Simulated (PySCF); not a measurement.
Species: C6H6F3N.
SMILES: `CC(C)=C(C#N)C(F)(F)F`

A PySCF run (density fitting, gas phase, GFN2-xTB geometry) gave HOMO -7.98 eV, LUMO -1.72 eV, dipole 4.92 D and E = -586.400 Eh.

Question: Which of these levels was it?
A. mPW1PW91/cc-pVDZ
B. PBE0/pcSseg-0
C. PBE0/pcSseg-1
D. PBE0/def2-SVPD
E. BLYP/STO-3G

Answer: A. It is mPW1PW91/cc-pVDZ. All candidates on this geometry:

```tsv
level and settings	kind	basis functions	SCF cycles	E (Eh)	HOMO (eV)	LUMO (eV)	dipole (D)
BLYP/STO-3G	GGA	56	15	-578.3164	-3.89	0.27	3.64
PBE0/def2-SVPD, fitting basis def2-universal-jkfit	global hybrid	257	11	-585.4821	-8.21	-1.98	5.23
PBE0/pcSseg-1, grid level 3	global hybrid	200	15	-585.8341	-8.18	-1.93	5.19
mPW1PW91/cc-pVDZ, fitting basis def2-universal-jkfit	global hybrid	170	11	-586.4001	-7.98	-1.72	4.92
PBE0/pcSseg-0, start guess atom	global hybrid	102	11	-584.5530	-8.39	-2.03	5.26
```

The nearest other candidate, by the summed differences of HOMO and LUMO, is PBE0/pcSseg-1: its HOMO differs by -0.20 eV and its LUMO by -0.21 eV. Cycle counts include a coarse-grid stage where the run had one.

Conformer computed: `[CH3:1][C:2]([CH3:3])=[C:4]([C:5]#[N:6])[C:7]([F:8])([F:9])[F:10]`: C2–C4–C7–F8 56°.
